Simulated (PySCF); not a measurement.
## Deuteron quadrupole couplings in `O[SiH2]OC/C=C\C1CC1`

C₆H₁₂O₂Si.
SMILES with atom numbers: `[OH:1][SiH2:2][O:3][CH2:4]/[CH:5]=[CH:6]\[CH:7]1[CH2:8][CH2:9]1` (hydrogens: H10 on O1; H11, H12 on Si2; H13, H14 on C4; H15 on C5; H16 on C6; H17 on C7; H18, H19 on C8; H20, H21 on C9)

Cartesian coordinates in Å at the GFN2-xTB level; atoms count from 1:
```
atom  x, y, z in Å
O1     4.8927    0.0905    0.7421
Si2    3.5464    0.9009    1.1271
O3     2.3453   -0.0032    0.5128
C4     0.9711    0.2432    0.5564
C5     0.2285   -1.0005    0.1681
C6    -1.0266   -1.0708   -0.2557
C7    -1.9512    0.0583   -0.4289
C8    -2.9325    0.0289   -1.5743
C9    -3.4228   -0.1546   -0.1776
H10    4.8431   -0.6218    0.1093
H11    3.5696    2.2295    0.5128
H12    3.4717    0.9716    2.5835
H13    0.7337    1.0741   -0.1199
H14    0.6808    0.5513    1.5719
H15    0.8193   -1.8998    0.2662
H16   -1.4404   -2.0401   -0.5018
H17   -1.5511    1.0252   -0.1552
H18   -2.9173   -0.8304   -2.2274
H19   -3.1474    0.9571   -2.0807
H20   -3.9774    0.6465    0.2863
H21   -3.7444   -1.1390    0.1258
```

Level: PBE0/pcSseg-1 (PySCF, non-relativistic); Q(2H) = 0.00286 b; rigid geometry, the same for H and D, with no vibrational averaging.

Question: Rank these positions by the coupling χzz of a deuteron there, largest first.
A. H10 (hydroxyl hydrogen)
B. H16 (vinylic hydrogen)
C. H14 (methylene hydrogen)
D. H11 (Si–H hydrogen)
E. H18 (methylene hydrogen)

Answer: A (343 kHz), E (223 kHz), B (217 kHz), C (189 kHz), D (105 kHz).

What are Vzz, η and χzz (234.96 MHz × Q × Vzz) at all hydrogens?

| atom | bonded to | bond length (Å) | Vzz (au) | η | χzz (kHz) |
| --- | --- | --- | --- | --- | --- |
| H10 | O1 | 0.954 | 0.5107 | 0.06 | 343 |
| H11 | Si2 | 1.464 | 0.1562 | 0.02 | 105 |
| H12 | Si2 | 1.460 | 0.1593 | 0.02 | 107 |
| H13 | C4 | 1.097 | 0.2867 | 0.08 | 193 |
| H14 | C4 | 1.100 | 0.2818 | 0.09 | 189 |
| H15 | C5 | 1.080 | 0.3277 | 0.07 | 220 |
| H16 | C6 | 1.082 | 0.3234 | 0.08 | 217 |
| H17 | C7 | 1.082 | 0.3247 | 0.10 | 218 |
| H18 | C8 | 1.079 | 0.3312 | 0.08 | 223 |
| H19 | C8 | 1.079 | 0.3333 | 0.07 | 224 |
| H20 | C9 | 1.079 | 0.3327 | 0.07 | 224 |
| H21 | C9 | 1.079 | 0.3319 | 0.08 | 223 |

Average by the element that carries the hydrogen.

on O: 343 kHz over 1 position, mean bond length 0.954 Å; on Si: 106 kHz over 2 positions, mean bond length 1.462 Å; on C: 215 kHz over 9 positions, mean bond length 1.084 Å.

How does χzz go with the bond length over the 9 C–H bonds?

A straight-line fit has a slope of -16.3 kHz for each 0.01 Å, with a correlation coefficient of -1.00, over lengths from 1.079 to 1.100 Å. The longer bonds have the smaller couplings here.

The structure is a single GFN2-xTB conformer in the gas phase; no vibrational or solvent corrections. GFN2-xTB bond lengths can be off by several hundredths of an ångström, more for odd bonds, and the gradients follow them. These gradients aren't converged with respect to the basis.
